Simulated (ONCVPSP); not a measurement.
**Re, ONCV: configuration errors across variants**

* Element: Re
* Generator: ONCVPSP 4.0.1
* Type: optimised norm-conserving Vanderbilt (ONCV)
* Functional: BLYP
* Relativity: scalar-relativistic
* Frozen core: [Kr] 4d10 4f14
* Valence charge: 15
* Reference configuration: 5s2 5p6 5d5 6s1.5 6p0.5
* Partial waves: 5s+6s: rc 1.80 bohr, ncon 4, nbas 8, qcut 6.6 1/bohr, 3 projectors, debl 2.2 Ha; 5p+6p: rc 1.60 bohr, ncon 4, nbas 9, qcut 10.1 1/bohr, 2 projectors; 5d: rc 1.95 bohr, ncon 3, nbas 8, qcut 7.8 1/bohr, 1 projector
* Local potential: polynomial inside 1.00 bohr (lpopt 4, dvloc0 0 Ha)
* Core correction: Teter function, fcfact 4.25, rcfact 1.6

All-electron excitation energies from the reference (eV): (1) 5s2 5p6 5d5 6s2 6p0 -2.330; (2) 5s2 5p6 5d5 6s1 6p0 6.860; (3) 5s2 5p6 5d5 6s0 6p0 23.250; (4) 5s2 5p5 5d5 6s2 6p0 50.421.

2 further variants failed, have other tests or another functional or relativity, and are left out.

Errors AE − PS in meV (a dash: test not solved or not reliable):

```tsv
change	(1)	(2)	(3)	(4)	bound ghosts	GHOST(+) flags above zero
base	+0.2	-3.3	-17	-103	none	s
s: qcut 6; p: qcut 9.2; d: qcut 7.1	+0.2	-3.4	-18	-110	none	s
d: qcut 7.6	+0.2	-3.3	-17	-104	none	s
core correction Teter function, fcfact 5.5, rcfact 1.05	+0.5	-2.4	-8.2	-81	none	s
d: rc 1.6, qcut 9.5, nproj 0; local potential the d channel	+0.2	-3.3	-17	-112	none	none
d: nproj 3	+0.2	-3.3	-17	-113	none	s
local potential polynomial inside 1.00 bohr (lpopt 4, dvloc0 -0.5 Ha)	+0.2	-3.3	-17	-103	none	s
```

Give the same row for: core correction Teter function, fcfact 2.6, rcfact 1.6.

+0.4, -3.0, -13, -96; bound ghosts: none; GHOST(+) flags above zero: s.
